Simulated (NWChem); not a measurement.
**Excited singlets of BCl2F by symmetry**

```xyz
4

B      0.0000     0.0000     0.3575
F      0.0000     0.0000     1.6714
Cl     1.5302     0.0000    -0.4950
Cl    -1.5302     0.0000    -0.4950
```
Charge 0, spin multiplicity 1.

The numbers come from NWChem runs, not from measurements. The geometry was optimised at B3LYP/def2-SVP, a minimum by its harmonic frequencies.

Basis set: 6-31+G*. Symmetry labels belong to the abelian group C2v used in the runs, with the axes of the coordinates shown. Entries are the lowest vertical excitation energy of each symmetry in eV (for CIS and TDDFT among the lowest few roots); a state of one symmetry need not have the same character in every method. Symmetries that some method's roots don't reach, or where a double excitation leads the EOM-CCSD root, are left out.

The correlated methods keep 12 core orbitals frozen. B3LYP has NWChem's definition, with VWN1-RPA local correlation. The Pople sets run with spherical d functions. The structure started from a generated list of species. Coupled-cluster values serve here as a point of comparison, not as the truth.

| method | a2 | b1 | b2 |
|---|---|---|---|
| CIS | 8.67 | 9.49 | 9.61 |
| TD-PBE | 6.01 | 7.11 | 6.86 |
| TD-B3LYP | 6.52 | 7.54 | 7.38 |
| TDA-LDA (SVWN5) | 5.88 | 7.13 | 6.76 |
| EOM-CCSD | 7.34 | 8.15 | 8.33 |
